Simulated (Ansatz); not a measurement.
The cluster Sn2Pt. Total charge 0; quintet. Geometry r2SCAN-D4/def2-TZVP; atoms count from 1.

Cartesian coordinates in Å:
```
Pt 0.574 -0.482 0.899
Sn -1.660 0.589 0.613
Sn 1.086 -0.107 -1.513
```

In the def2 sets Pt, Sn take a core potential; there is no spin–orbit coupling. At PBE0-D4/def2-TZVP a triplet of charge 0 lies 2.04 eV below the quintet, each at its own geometry. The structure comes from a short search, and lower isomers may exist.

Q: Estimate the Mulliken populations from the PBE0/def2-TZVP orbitals of Ansatz.

A: 
| atom | charge (e) | spin (α − β) | d electrons |
| --- | --- | --- | --- |
| Pt1 | 0.09 | 0.92 | 9.03 |
| Sn2 | -0.05 | 1.54 | – |
| Sn3 | -0.05 | 1.54 | – |
Mulliken values and Mayer orders depend strongly on the basis.

Q: Where does the spin sit?

A: Summed by element: Pt 0.92, Sn 3.08, of 4 unpaired in all. Largest on single atoms: Sn2 1.54, Sn3 1.54, Pt1 0.92.

Q: And the Mayer bond orders between bonded heavy atoms (over 0.3)?

A: Pt1–Sn2 1.20 (2.49 Å); Pt1–Sn3 1.20 (2.49 Å). Values over 0.3 also appear between atoms too far apart for a bond (Sn2–Sn3 0.80 at 3.54 Å); they arise where an orbital or an unpaired electron spreads over both atoms.
